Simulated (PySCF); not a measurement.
Trends in electronic spectra. Method used: TDDFT CAM-B3LYP/def2-SVPD, vertical, gas phase, core orbitals frozen in the response in PySCF. Geometries: GFN2-xTB; one conformer of each isolated species. Triplets are in the Tamm–Dancoff approximation. 'Strongest' means the level of largest summed f among the lowest 8 singlets; it needn't be the same kind of state in each.

Question: Rank by computed energy of the strongest computed level, lowest first.
A. `CP1(=O)CCC1`
B. `C=CC[P@H](C)=O`
C. `PPC1=CCCC1`
D. `C=CCP(P)C=C`

Answer: D (5.33 eV), C (6.49 eV), B (6.64 eV), A (7.99 eV).

```json
{"SMILES": "C=CCP(P)C=C", "strongest (eV)": "5.33", "f (S1)": "0.145", "first f ≥ 0.01 (nm)": "232", "HOMO (eV)": "-7.51", "S1 (eV)": "5.33", "α (au)": "113.0", "S1 mainly": "H→L (93%)"}
{"SMILES": "PPC1=CCCC1", "strongest (eV)": "6.49", "f (S1)": "0.108", "first f ≥ 0.01 (nm)": "232", "HOMO (eV)": "-7.61", "S1 (eV)": "5.34", "α (au)": "109.2", "S1 mainly": "H→L (92%)"}
{"SMILES": "C=CC[P@H](C)=O", "strongest (eV)": "6.64", "f (S1)": "0.209", "first f ≥ 0.01 (nm)": "187", "HOMO (eV)": "-8.80", "S1 (eV)": "6.64", "α (au)": "74.8", "S1 mainly": "H→L (92%)"}
{"SMILES": "CP1(=O)CCC1", "strongest (eV)": "7.99", "f (S1)": "0.045", "first f ≥ 0.01 (nm)": "170", "HOMO (eV)": "-8.95", "S1 (eV)": "7.30", "α (au)": "70.7", "S1 mainly": "H→L (60%)"}
```

H and L stand for HOMO and LUMO.

- `C=CCP(P)C=C`: Löwdin shares by element: HOMO phosphorus 67%, carbon 16% or more (atoms not listed hold the other 17%); LUMO carbon 49% or more, phosphorus 22% (atoms not listed hold the other 29%).
- `PPC1=CCCC1`: Löwdin shares by element: HOMO phosphorus 71%, carbon 13% or more (atoms not listed hold the other 16%); LUMO carbon 39% or more, phosphorus 38% (atoms not listed hold the other 24%).
- `C=CC[P@H](C)=O`: Löwdin shares by element: HOMO carbon 43% or more, oxygen 35% (atoms not listed hold the other 22%); LUMO carbon 67% or more, hydrogen 7% or more (atoms not listed hold the other 26%).
- `CP1(=O)CCC1`: Löwdin shares by element: HOMO oxygen 54%, carbon 18% or more, phosphorus 13% (atoms not listed hold the other 15%); LUMO carbon 29% or more, hydrogen 20% or more (atoms not listed hold the other 51%).
